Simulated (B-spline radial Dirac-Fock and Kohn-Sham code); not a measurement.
# K-line shifts caused by a second vacancy in Pb⁶⁰⁺

System: the Pb⁶⁰⁺ ion in the configuration [Ar] 3d4.

Calculated with a radial B-spline solver, using multi-electron Dirac-Fock with separately optimised hole states, Breit and Lamb-shift corrections added in first order. Each two-hole energy is an average over J within one jj subconfiguration, not an observable level; in light atoms, where LS coupling holds, the j-resolved values are not observed lines, and for a K spectator the Kα1 hypersatellite is nearly forbidden. Correlation and solid-state effects are left out.

Lines without a spectator: Kα2 (K-L2) 72895.3 eV, Kα1 (K-L3) 75087.3 eV, Kβ3 (K-M2) 85002.0 eV, Kβ1 (K-M3) 85552.7 eV. Shifts in eV with one spectator hole (a dash: not computed, or left out as unreliable):

```csv
spectator hole,Kα2,Kα1,Kβ3,Kβ1
K (1s),+1154.6,+1265.9,+1511.8,+1540.7
L2 (2p1/2),+158.3,+219.5,–,+407.7
L3 (2p3/2),+108.2,+124.1,+288.4,–
M2 (3p1/2),–,+42.6,+82.5,+96.8
M3 (3p3/2),+21.60,–,+67.9,+70.7
```
